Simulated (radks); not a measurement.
Values are calculated unless marked as measured or tabulated.
Q: Radial electron density D(r) = 4 pi r^2 rho(r) of an atom or ion with 41 electrons. Code: a radial shooting solver on a logarithmic mesh with Libxc functionals. Model: non-relativistic Kohn-Sham, r2SCAN, spin-polarised, spherical densities, point nucleus; meta-GGA in the generalised Kohn-Sham scheme.

r (bohr)  D(r) (e/bohr)  spin D(r)
0.004494          9.574  -0.000444
0.005149          11.88  -0.000551
0.005899          14.62  -0.000678
0.006704          17.63  -0.000819
0.007681          21.28  -0.000990
0.0088            25.39   -0.00118
0.01008           29.87   -0.00140
0.01146           34.32   -0.00162
0.01313           39.10   -0.00186
0.01504           43.68   -0.00211
0.01723           47.73   -0.00237
0.01974           50.89   -0.00263
0.02244           52.78   -0.00290
0.02571           53.44   -0.00320
0.02945           52.69   -0.00355
0.03374           50.82   -0.00392
0.03866           48.43   -0.00422
0.04394           46.48   -0.00417
0.05034           45.66   -0.00313
0.05767           46.90   0.000232
0.06607           50.48    0.00825
0.0757            55.86     0.0246
0.08603           61.32     0.0522
0.09857           65.70      0.100
0.1129            66.82      0.173
0.1294            63.81      0.274
0.1482            57.42      0.403
0.1685            50.38      0.539
0.193             44.67      0.679
0.2211            43.01      0.784
0.2533            45.52      0.818
0.2903            49.78      0.749
0.3299            51.99      0.585
0.3779            49.64      0.342
0.433             42.07      0.103
0.4961            31.52    -0.0247
0.5684            21.53     0.0681
0.646             15.15      0.426
0.7401            12.30       1.08
0.8479            12.24       1.95
0.9714            12.82       2.84
1.104             12.50       3.43
1.265             10.85       3.65
1.449             8.335       3.44
1.66              5.729       2.90
1.902             3.567       2.18
2.162             2.107       1.50
2.477             1.110      0.901
2.838            0.5345      0.476
3.251            0.2309      0.218
3.725           0.08696     0.0847
4.233           0.02969     0.0294
4.85           0.007779    0.00775
5.557          0.001608    0.00161

What is the nuclear charge?

A: Z = 43. The innermost maximum, from 1s, lies near 1/Z = 0.0233 bohr (found: 0.0255), and its height grows with Z. The density is that of the technetium ion Tc2+ in [Kr] 4d5; the configuration itself is not fixed sharply by these data, and Z only to a few units. D(r) has 4 maxima, at r = 0.0255, 0.109, 0.333, 1.00 bohr, and minima at 0.0499, 0.218, 0.789 bohr, inside which lie 2.04, 11.22, 29.05 electrons.
